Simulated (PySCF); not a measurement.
Spinor energies of In (indium, neutral)

Start: [Kr] 4d10 5s2 6s1; 6s1/2 filled at m_j = +1/2. Calculated with PySCF 2.14 in x2c-SVPall-2c with one added diffuse shell each of s, p type (7s9p4d, 54 functions): generalised Hartree-Fock with the X2C-1e Hamiltonian and a Gaussian nucleus; one run each with spin-orbit coupling (SO) switched off, then screened by Boettger's factors. This is a chosen level, not necessarily the ground level.

| spinor shell | electrons | ε, spin-free (eV) | ε, screened SO (eV) | weight of nominal j (screened SO) | rms radius, screened SO (bohr) |
| --- | --- | --- | --- | --- | --- |
| 1s1/2 | 2 | -28081.2 | -28078.9 | 1.000 | 0.0341 |
| 2s1/2 | 2 | -4297.7 | -4297.1 | 1.000 | 0.139 |
| 2p1/2 | 2 | -3851.9 | -3998.3 | 1.000 | 0.120 |
| 2p3/2 | 4 | -3851.9 | -3784.8 | 1.000 | 0.125 |
| 3s1/2 | 2 | -857.62 | -857.45 | 1.000 | 0.371 |
| 3p1/2 | 2 | -707.72 | -734.98 | 1.000 | 0.365 |
| 3p3/2 | 4 | -707.72 | -695.14 | 1.000 | 0.376 |
| 3d3/2 | 4 | -475.48 | -480.12 | 1.000 | 0.351 |
| 3d5/2 | 6 | -475.48 | -472.23 | 1.000 | 0.353 |
| 4s1/2 | 2 | -148.12 | -148.09 | 1.000 | 0.907 |
| 4p1/2 | 2 | -101.03 | -105.76 | 1.000 | 0.973 |
| 4p3/2 | 4 | -101.03 | -98.841 | 1.000 | 1.000 |
| 4d3/2 | 4 | -31.099 | -31.618 | 1.000 | 1.27 |
| 4d5/2 | 6 | -31.099 | -30.741 | 1.000 | 1.28 |
| 5s1/2 | 2 | -13.401 | -13.403 | 1.000 | 2.75 |
| 6s1/2 | 1 | -2.485 | -2.485 | 1.000 | 7.77 |

```json
{"quantity": "E (hartree)", "spin-free": "-5876.92641", "screened SO": "-5878.17774"}
{"quantity": "M_J", "spin-free": "1/2", "screened SO": "1/2"}
{"quantity": "⟨J²⟩", "spin-free": "0.750", "screened SO": "0.750"}
{"quantity": "⟨L²⟩", "spin-free": "0.000", "screened SO": "0.014"}
{"quantity": "⟨S²⟩", "spin-free": "0.750", "screened SO": "0.765"}
```

Breit and QED terms are absent; they matter most for the inner s and p1/2 levels.

Densities and radii are taken from the X2C orbitals without a picture-change correction, which distorts them close to the nucleus.

Without spin-orbit coupling the j labels of p, d and f shells carry no meaning; the spin-free column gives the mean over the occupied spinors of each nl shell.
